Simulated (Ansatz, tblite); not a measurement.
Cost and result up the ladder for BiH₂F (4 atoms). Charge 0, multiplicity 1. Geometry: PBE-D4/def2-TZVP.

Cartesian coordinates in Å:
```
Bi -0.5447 0.5106 -0.2430
H -0.9278 -1.2195 0.1641
H 0.3093 0.6666 1.3546
F 1.1632 0.0423 -1.2757
```

Ansatz on 2 threads of Arm Neoverse V1 on a shared host; xTB runs through tblite on one thread. Times are rough, summed over both states, and most runs start from the orbitals of an earlier one. PBE0-D4/def2-TZVP serves as the yardstick here, not as an exact answer. The other state is a triplet.

In the def2 sets Bi takes a core potential; there is no spin–orbit coupling. The xTB rows come from tblite.

xTB has no spin-polarisation term.

| level | functions | wall time | vertical triplet (eV) | difference from PBE0-D4/def2-TZVP (eV) |
| --- | --- | --- | --- | --- |
| GFN2-xTB | 10 | 0.002 s | 6.88 | 2.66 |
| GFN1-xTB | 12 | 0.004 s | 6.28 | 2.07 |
| PBE-D4/def2-TZVP | 93 | 2 s | 4.05 | -0.16 |
| PBE0-D4/def2-TZVP | 93 | 3 s | 4.21 | 0.00 |
| r2SCAN-D4/def2-TZVP | 93 | 4.6 s | 4.15 | -0.06 |
